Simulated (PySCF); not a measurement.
Job for PySCF: R-M06-2X/def2-TZVPP on C2H6CrO4 (SMILES CC[O][Cr](=[O])(=[O])[OH]).

```python
from pyscf import gto, dft

mol = gto.M(
    atom='''
    Cr    0.36378689   -0.02432456    1.71304440
    O    -0.24421158    0.21934723    3.11778101
    O     1.73481138    0.68231143    1.54551872
    O    -0.72011520    0.61140076    0.52997077
    O     0.60739593   -1.73189011    1.42438105
    H    -0.00875947   -2.31607676    1.89509050
    C    -0.23745355   -0.19759248   -1.71342591
    C    -0.34788765    1.00257563   -0.78657527
    H     0.02324171    0.13712104   -2.72976655
    H    -1.19298493   -0.74177198   -1.76029730
    H     0.54036308   -0.89407093   -1.36496873
    H     0.60998531    1.55179587   -0.73737584
    H    -1.12827192    1.70107485   -1.13337686
    ''',
    basis='def2-tzvpp',
    charge=0, spin=0, verbose=4, max_memory=1800)
mf = dft.RKS(mol, xc='m062x').density_fit(auxbasis='def2-universal-jkfit')
mf.grids.level = 4
mf.conv_tol = 1e-9
mf.max_cycle = 150
mf.kernel()
mf.dip_moment()
```

Program output:

```
PySCF version 2.14.0

[INPUT] verbose = 4
[INPUT] num. atoms = 13
[INPUT] num. electrons = 74
[INPUT] charge = 0
[INPUT] spin (= nelec alpha-beta = 2S) = 0
[INPUT] symmetry False subgroup None
[INPUT] Mole.unit = angstrom
[INPUT] Symbol           X                Y                Z      unit          X                Y                Z       unit  Magmom
[INPUT]  1 Cr     0.363786890000  -0.024324560000   1.713044400000 AA    0.687457589807  -0.045966756501   3.237184755220 Bohr   0.0
[INPUT]  2 O     -0.244211580000   0.219347230000   3.117781010000 AA   -0.461493002647   0.414506190882   5.891752225270 Bohr   0.0
[INPUT]  3 O      1.734811380000   0.682311430000   1.545518720000 AA    3.278318385979   1.289381734360   2.920607101188 Bohr   0.0
[INPUT]  4 O     -0.720115200000   0.611400760000   0.529970770000 AA   -1.360820506136   1.155379988751   1.001499609325 Bohr   0.0
[INPUT]  5 O      0.607395930000  -1.731890110000   1.424381050000 AA    1.147811956875  -3.272797985743   2.691690081520 Bohr   0.0
[INPUT]  6 H     -0.008759470000  -2.316076760000   1.895090500000 AA   -0.016552999296  -4.376750759870   3.581202026265 Bohr   0.0
[INPUT]  7 C     -0.237453550000  -0.197592480000  -1.713425910000 AA   -0.448722176806  -0.373395671474  -3.237905704634 Bohr   0.0
[INPUT]  8 C     -0.347887650000   1.002575630000  -0.786575270000 AA   -0.657412380619   1.894593359863  -1.486411836656 Bohr   0.0
[INPUT]  9 H      0.023241710000   0.137121040000  -2.729766550000 AA    0.043920466567   0.259121211516  -5.158511163499 Bohr   0.0
[INPUT] 10 H     -1.192984930000  -0.741771980000  -1.760297300000 AA   -2.254414788433  -1.401745889076  -3.326479794811 Bohr   0.0
[INPUT] 11 H      0.540363080000  -0.894070930000  -1.364968730000 AA    1.021138229026  -1.689549193635  -2.579417068295 Bohr   0.0
[INPUT] 12 H      0.609985310000   1.551795870000  -0.737375840000 AA    1.152705175908   2.932469195531  -1.393438388471 Bohr   0.0
[INPUT] 13 H     -1.128271920000   1.701074850000  -1.133376860000 AA   -2.132124922837   3.214565583886  -2.141771861320 Bohr   0.0

nuclear repulsion = 535.879892975071
number of shells = 120
number of NR pGTOs = 483
number of NR cGTOs = 334
basis = def2-tzvpp
ecp = {}


******** <class 'pyscf.df.df_jk.DFRKS'> ********
method = DFRKS
initial guess = minao
damping factor = 0
level_shift factor = 0
DIIS = <class 'pyscf.scf.diis.CDIIS'>
diis_start_cycle = 1
diis_space = 8
diis_damp = 0
SCF conv_tol = 1e-09
SCF conv_tol_grad = None
SCF max_cycles = 150
direct_scf = False
XC library pyscf.dft.libxc version 7.1.2
    S. Lehtola, C. Steigemann, M. J. T. Oliveira, and M. A. L. Marques,  SoftwareX 7, 1–5 (2018)
XC functionals = m062x
    Y. Zhao and D. G. Truhlar,  Theor. Chem. Acc. 120, 215 (2008)
    Y. Zhao and D. G. Truhlar,  Theor. Chem. Acc. 120, 215 (2008)
radial grids:
    Treutler-Ahlrichs [JCP 102, 346 (1995); DOI:10.1063/1.469408] (M4) radial grids

becke partition: Becke, JCP 88, 2547 (1988); DOI:10.1063/1.454033
pruning grids: <function nwchem_prune>
grids dens level: 4
symmetrized grids: False
atomic radii adjust function: <function treutler_atomic_radii_adjust>
small_rho_cutoff = 0
Set gradient conv threshold to 3.16228e-05
Initial guess from minao.
tot grids = 295232
******** <class 'pyscf.df.df.DF'> ********
auxbasis = def2-universal-jkfit
init E= -1425.3901894043
  HOMO = -0.370753309680865  LUMO = -0.236282943001194  gap/eV = 3.65913
cycle= 1 E= -1424.66218583851  delta_E= 0.728  |g|= 1.73  |ddm|= 3.14
  HOMO = -0.250577957488015  LUMO = -0.210983396349976  gap/eV = 1.07742
cycle= 2 E= -1415.66616297327  delta_E=    9  |g|= 8.78  |ddm|= 2.86
  HOMO = -0.307524980385567  LUMO = -0.0572393136080814  gap/eV = 6.81062
cycle= 3 E= -1425.00703012363  delta_E= -9.34  |g|= 0.877  |ddm|= 2.23
  HOMO = -0.386444009041037  LUMO = -0.107793344179168  gap/eV = 7.58247
cycle= 4 E= -1425.09759477062  delta_E= -0.0906  |g|= 0.411  |ddm|= 0.463
  HOMO = -0.380933286106688  LUMO = -0.0989665571324079  gap/eV = 7.67271
cycle= 5 E= -1425.12247841237  delta_E= -0.0249  |g|= 0.097  |ddm|= 0.168
  HOMO = -0.381746469617927  LUMO = -0.0875811342729713  gap/eV = 8.00465
cycle= 6 E= -1425.1236228741  delta_E= -0.00114  |g|= 0.037  |ddm|= 0.0497
  HOMO = -0.380246847329442  LUMO = -0.0891779933506475  gap/eV = 7.92039
cycle= 7 E= -1425.12387928392  delta_E= -0.000256  |g|= 0.0129  |ddm|= 0.0245
  HOMO = -0.38129746515323  LUMO = -0.089195766351822  gap/eV = 7.94849
cycle= 8 E= -1425.12391595888  delta_E= -3.67e-05  |g|= 0.00488  |ddm|= 0.00874
  HOMO = -0.381333581765282  LUMO = -0.088753637838982  gap/eV = 7.96151
cycle= 9 E= -1425.12392468768  delta_E= -8.73e-06  |g|= 0.00345  |ddm|= 0.00475
  HOMO = -0.381260319133116  LUMO = -0.0885820152737448  gap/eV = 7.96418
cycle= 10 E= -1425.12392805425  delta_E= -3.37e-06  |g|= 0.00237  |ddm|= 0.00329
  HOMO = -0.381256201179752  LUMO = -0.0885051483929363  gap/eV = 7.96616
cycle= 11 E= -1425.1239297126  delta_E= -1.66e-06  |g|= 0.000669  |ddm|= 0.00206
  HOMO = -0.381285219738733  LUMO = -0.0884592318012001  gap/eV = 7.96820
cycle= 12 E= -1425.12392994114  delta_E= -2.29e-07  |g|= 0.00021  |ddm|= 0.00102
  HOMO = -0.381269736267614  LUMO = -0.0884185061140613  gap/eV = 7.96889
cycle= 13 E= -1425.12392995325  delta_E= -1.21e-08  |g|= 0.000117  |ddm|= 0.000195
  HOMO = -0.381280854449607  LUMO = -0.0884253723464512  gap/eV = 7.96900
cycle= 14 E= -1425.12392995739  delta_E= -4.13e-09  |g|= 3.54e-05  |ddm|= 0.000104
  HOMO = -0.381277709230104  LUMO = -0.0884176279818617  gap/eV = 7.96913
cycle= 15 E= -1425.12392995809  delta_E= -7e-10  |g|= 3.38e-05  |ddm|= 5.81e-05
  HOMO = -0.381277917622948  LUMO = -0.0884196194874464  gap/eV = 7.96908
cycle= 16 E= -1425.12392995834  delta_E= -2.5e-10  |g|= 1.56e-05  |ddm|= 2.3e-05
  HOMO = -0.381280617883625  LUMO = -0.0884190561955426  gap/eV = 7.96917
Extra cycle  E= -1425.12392995833  delta_E= 6.82e-12  |g|= 2.68e-05  |ddm|= 2.41e-05
converged SCF energy = -1425.12392995833
Dipole moment(X, Y, Z, Debye): -1.36056, -1.01602, -2.36988
```

The run converged.

Cost: roughly 4 core-minutes.
